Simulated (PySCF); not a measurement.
Compound: [TaOF4]- (charge -1 and singlet state).
Z-matrix (Å and degrees, PBE0-D3(BJ)/def2-SVP geometry), rows numbered from 1:
```
Ta
O   1  1.7364
F   1  1.9325  2  106.19
F   1  1.9325  2  106.16  3   -89.99
F   1  1.9324  2  106.23  3  -179.99
F   1  1.9324  2  106.25  3    90.00
```

The closed-shell ground state was solved at several levels (PySCF, density fitting, gas phase). Atoms past krypton carry effective core potentials; spin–orbit coupling is left out. No diffuse functions stand in pcSseg-1 (def2-TZVP on Ta), which bears on an anion's orbital energies.

```csv
level,basis functions,total energy (Eh),HOMO (eV),LUMO (eV),gap (eV)
PBE0/def2-SVPD,150,-531.2526,-4.73,3.52,8.25
B3LYP/pcSseg-1 (def2-TZVP on Ta),125,-532.0752,-4.09,3.72,7.81
```

(1) Estimate the row for PBE0/pcSseg-1 (def2-TZVP on Ta), a basis of 125 functions; the other rows only guide the guess.

(2) Over all these levels, which gives the widest orbital gap and which the narrowest?

Results:

(1) Total energy -531.5742 Eh, HOMO -4.40 eV, LUMO 3.95 eV, gap 8.35 eV.

(2) PBE0/pcSseg-1 (def2-TZVP on Ta) (global hybrid, 25 % exact exchange) has the widest, 8.35 eV, and B3LYP/pcSseg-1 (def2-TZVP on Ta) (global hybrid, 20 % exact exchange) the narrowest, 7.81 eV. The two share the basis. From the narrowest to the widest the HOMO moves by -0.31 eV and the LUMO by +0.23 eV.
